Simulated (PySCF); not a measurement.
## Unknown compound

The spectra below were simulated for a compound C4H8Cl2O2Si.

1H NMR (300 MHz, computed): δ 4.92 (d, 1H), 4.60 (m, 1H), 4.11 (m, 2H), 4.11 (m, 2H), 2.11 (m, 1H), 1.16 (m, 1H).

13C{1H} NMR (computed): δ 69.7 (CH), 66.6 (CH2, 2C), 34.4 (CH2).

- shielding tensors at PBE0/pcSseg-1 (GIAO)
- PBE0-D3(BJ)/def2-SVP structure
- program: PySCF
- averaged over atoms made equivalent by symmetry, fast rotation or ring inversion, in vacuum, non-relativistic Hamiltonian, a single conformation

Scale: 1H (31.27 ppm) and 13C (184.41 ppm) vs TMS (reference shieldings calculated alike).

**Question.** What is the structure?

**Answer.** 
1. The formula gives 1 degree of unsaturation (1 ring in the answer).
2. 3 carbon signals for 4 carbons: some carbons are equivalent by symmetry or fast rotation.
3. Carbon types of the structure: 1 × CH, 3 × CH2, leaving 1 H on heteroatoms.
4. δC 69.7: sp3 CH bonded to 2 Cl and Si; 2 electronegative neighbours deshield it.
5. δC 66.6: sp3 CH2 bonded to O; the inductive effect lowers its shielding.
6. δC 34.4: sp3 CH2 in a ring; saturated and bonded to C and H only.
7. δH 4.92: hydrogen on an sp3 CH bonded to 2 Cl and Si; its carbon carries Cl, hence the downfield position.
8. δH 4.60: hydrogen on a silicon bonded to C, 2 O, in a 6-membered ring.
9. δH 4.11, 4.11: hydrogen on an sp3 CH2 bonded to O; its carbon carries O, an electronegative neighbour.
10. δH 2.11, 1.16: hydrogen on an sp3 CH2 in a ring.

These data were computed for SMILES ClC(Cl)[SiH]1OCCCO1.

The data come from this structure; uniqueness wasn't tested.

Carbons that carry Cl, above all several Cl atoms, come out too deshielded, partly because spin–orbit coupling is missing. Shifts are as computed. Against solution values, carbons near 30 ppm lie about +2 ppm off and those near 130 ppm about +5 ppm; carbons on Cl a further +5 ppm. Of 1211 compounds with measured shifts, 218 miss one by over three times the rms of a fit or turn the order of signals round; such compounds aren't used in these exercises. No couplings were computed; multiplicities are counted from neighbouring protons, with m where these are inequivalent, close in shift, in a saturated or five-membered ring or joined by F or P, and br s for small geminal =CH2 splittings.
